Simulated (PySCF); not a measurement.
Species: C6H6B2.
SMILES: `C#CB1C=CBC=C1`

The closed-shell SCF was solved with PySCF and density fitting under several settings on one GFN2-xTB geometry (grid level 2 and gas phase unless stated).

```json
{"settings": "PBE0/pcSseg-1", "basis functions": "166", "SCF cycles": "14", "E (Eh)": "-281.4555", "HOMO (eV)": "-7.59", "LUMO (eV)": "-3.55", "dipole (D)": "0.92"}
{"settings": "PBE0/def2-SVPD", "basis functions": "208", "SCF cycles": "14", "E (Eh)": "-281.2947", "HOMO (eV)": "-7.58", "LUMO (eV)": "-3.54", "dipole (D)": "0.87"}
{"settings": "LC-wPBE/pcSseg-0, level shift 0.1 Eh", "basis functions": "84", "SCF cycles": "12", "E (Eh)": "-281.0392", "HOMO (eV)": "-10.35", "LUMO (eV)": "-1.45", "dipole (D)": "0.81"}
```

Question: Estimate the rows for these settings: (1) HCTH407/def2-SVPD, fitting basis def2-qzvpp-jkfit; (2) BHandHLYP/6-31G*; (3) revPBE/ANO-RCC-VDZP.

Answer: 
| settings | basis functions | SCF cycles | E (Eh) | HOMO (eV) | LUMO (eV) | dipole (D) |
| --- | --- | --- | --- | --- | --- | --- |
| HCTH407/def2-SVPD, fitting basis def2-qzvpp-jkfit | 208 | 11 | -281.6248 | -6.63 | -4.40 | 0.98 |
| BHandHLYP/6-31G* | 124 | 14 | -281.6807 | -8.14 | -2.13 | 0.87 |
| revPBE/ANO-RCC-VDZP | 142 | 16 | -281.8449 | -6.26 | -4.13 | 1.09 |

Question: Over all rows, what range does the HOMO–LUMO gap span?

Answer: From 2.13 eV (revPBE/ANO-RCC-VDZP) to 8.90 eV (LC-wPBE/pcSseg-0, level shift 0.1 Eh). The functional of the narrowest has no exact exchange, that of the widest range-separated exact exchange.

Question: And the dipole moment?

Answer: From 0.81 D (LC-wPBE/pcSseg-0, level shift 0.1 Eh) to 1.09 D (revPBE/ANO-RCC-VDZP); the largest is 1.35 times the smallest, and the median is 0.90 D.

Question: Compare two rows with the functional PBE0: PBE0/pcSseg-1 and PBE0/def2-SVPD. Which energy is lower, and by how much?

Answer: PBE0/pcSseg-1 (166 functions) lies 0.1608 Eh or 101 kcal/mol below PBE0/def2-SVPD (208 functions). The smaller set gives the lower energy; the two sets aren't nested, so the variational bound doesn't order them by size.

Cycle counts include a coarse-grid stage where the run had one. All basis functions are spherical, in the Pople sets too. ANO-RCC sets were contracted for a scalar-relativistic Hamiltonian, but ran non-relativistically here.

One conformer stands for the species.
